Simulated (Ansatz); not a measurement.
## Reading a saddle point

A first-order saddle point of AlSiNH$_{8}$O$_{2}$F, doublet, PBE0-D4/def2-TZVP, with one imaginary mode of 367i cm⁻¹:

```json
{"atom": "Al1", "x (Å)": "-1.3852", "y (Å)": "0.7553", "z (Å)": "-0.3704"}
{"atom": "O2", "x (Å)": "-0.3380", "y (Å)": "-0.6750", "z (Å)": "0.2833"}
{"atom": "Si3", "x (Å)": "-0.3413", "y (Å)": "-2.2673", "z (Å)": "-0.2312"}
{"atom": "F4", "x (Å)": "-1.5217", "y (Å)": "0.3209", "z (Å)": "-1.9851"}
{"atom": "H5", "x (Å)": "0.9987", "y (Å)": "1.4037", "z (Å)": "0.5803"}
{"atom": "N6", "x (Å)": "-0.0951", "y (Å)": "2.1223", "z (Å)": "-0.1509"}
{"atom": "H7", "x (Å)": "0.5905", "y (Å)": "-0.2386", "z (Å)": "0.7029"}
{"atom": "O8", "x (Å)": "1.5741", "y (Å)": "0.5923", "z (Å)": "0.9973"}
{"atom": "H9", "x (Å)": "0.2290", "y (Å)": "-3.0876", "z (Å)": "0.8659"}
{"atom": "H10", "x (Å)": "-1.7482", "y (Å)": "-2.6444", "z (Å)": "-0.4893"}
{"atom": "H11", "x (Å)": "0.4831", "y (Å)": "-2.4228", "z (Å)": "-1.4515"}
{"atom": "H12", "x (Å)": "-0.4249", "y (Å)": "2.9369", "z (Å)": "0.3531"}
{"atom": "H13", "x (Å)": "0.2642", "y (Å)": "2.4599", "z (Å)": "-1.0397"}
{"atom": "H14", "x (Å)": "1.7150", "y (Å)": "0.7446", "z (Å)": "1.9351"}
```

Ansatz 0.2.0; basis: def2-TZVPP and def2-QZVPP; cores frozen in the correlated methods; orbitals are unrestricted. Extrapolation: Hartree–Fock as exp(−7.88 √X), correlation as X^−2.97.

Question: Which contacts change along the imaginary mode, and what lies on either side? (Judge from chemistry; the calculation decides.)

Answer: Computed: The step is AlSiH₃OF ([F][Al][O][SiH3]) + H₂O + NH₃ → AlNH₂F ([NH2][Al][F]) + SiH₄O ([OH][SiH3]) + H₂O (still joined by a long Al–O bond), with the molecules in contact on both sides. Shortening one way: O2–H7, H5–O8; lengthening the same way: Al1–O2, H5–N6, H7–O8.
| pair | one side (Å) | saddle (Å) | other side (Å) |
| --- | --- | --- | --- |
| O2–H7 | 1.84 | 1.11 | 1.04 |
| H5–O8 | 1.86 | 1.08 | 1.03 |
| Al1–O2 | 1.75 | 1.89 | 1.92 |
| H5–N6 | 1.03 | 1.50 | 1.65 |
| H7–O8 | 0.98 | 1.32 | 1.46 |

Question: Which side is lower, and how far does the saddle lie above each? (Judge from chemistry; the value comes from the calculation.)

Answer: Computed: The side with Al1–O2, H5–N6, H7–O8 short is lower by 22.04 kcal/mol; the saddle lies 23.61 kcal/mol above it and 1.57 kcal/mol above the other (CCSD(T) at an estimated basis limit (MP2 extrapolated from triple and quadruple zeta, plus CCSD(T) − MP2 in triple zeta); electronic energies).

T1 diagnostic: at most 0.013. ⟨S²⟩ of the unrestricted Hartree–Fock references: 0.75 (a pure state has 0.75).

Labels in which every atom is bracketed show which atoms are joined, not bond orders.

For scale, one of the runs: CCSD(T)/def2-TZVPP, 320 basis functions, launched by `ansatz run in.yaml --threads 4 --pin off --events-out ev --progress --plain --max-ram 66560MiB --backend cuda --devices 0, --max-vram 37GiB`. Time: 31 s of wall clock on 4 CPU threads of an AMD EPYC 7R13 and a share of one NVIDIA H100; the host was shared. Peak host memory: 0.84 GiB.
